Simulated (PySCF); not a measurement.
## Bond curve of TaO

Set-up: basis Ta def2-TZVPP with ECP60, O def2-TZVPP; scalar-relativistic core potentials; PySCF 2.14. Energies in eV from Ta (5d3 6s2) + O in their ground configurations at the same level. State: ²Δ (doublet), unpaired electrons δ ↑.

Curves on a restricted Hartree–Fock reference rise too fast on stretching and do not dissociate correctly.

```tsv
R (Å)	ROHF-CCSD
1.514	-6.244
1.581	-7.058
1.631	-7.361
1.682	-7.460
1.732	-7.399
1.800	-7.129
1.884	-6.582
1.985	-5.738
```

Q: Put a parabola through the three lowest points of the ROHF-CCSD curve and estimate Re, k and ωe (reduced mass 14.7 u; 1 eV/Å² = 0.16022 mdyn/Å; ωe = 1302.8·√(k/μ) cm⁻¹).

A: Through R = 1.631, 1.682, 1.732 Å the second-order coefficient is 31.3 eV/Å², so Re ≈ 1.688 Å, k ≈ 10.0 mdyn/Å and ωe ≈ 1076 cm⁻¹. A polynomial fit of higher order to the unrounded ROHF-CCSD energies gives Re = 1.686 Å, k = 9.83 mdyn/Å, ωe = 1066 cm⁻¹; anharmonicity and rounding make the difference.

The higher-order fit for each curve: ROHF-CCSD: Re = 1.686 Å, ωe = 1066 cm⁻¹, De = 7.46 eV.

Correlated steps freeze 1 core orbital. These are scalar-relativistic numbers at best; spin–orbit coupling would shift them, the dissociation energy most. With d or f electrons several states lie close, and the lowest PBE0 determinant need not be the measured ground state.
